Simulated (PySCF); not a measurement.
# Ionisation energy of Pt+ by level of theory

Pt+ [Xe] 4f14 5d9 (2D) → Pt(2+) [Xe] 4f14 5d8 (3F), as a difference of total energies. Calculation: PySCF 2.14, in def2-TZVP with the def2 core potential (60 electrons) (6s4p3d1f, 40 functions); scalar relativity through the core potential. Correlated levels: valence: 5s2 5p6 frozen. The calculations carry no spin-orbit coupling.

Q: Order these methods by the ionisation energy they give, lowest first.
A. SCS-MP2 (valence)
B. TPSS
C. M06-L
D. MP2 (valence)

A: A (18.305 eV), D (18.414 eV), C (18.605 eV), B (18.793 eV).

The reference lies between the lowest fine-structure levels, while these numbers refer to the centres of the terms.

Errors of the correlated levels include the incompleteness of this basis and the frozen core.

For comparison: 18.56 ± 0.12 eV (measured; NIST Atomic Spectra Database, ionization energies).
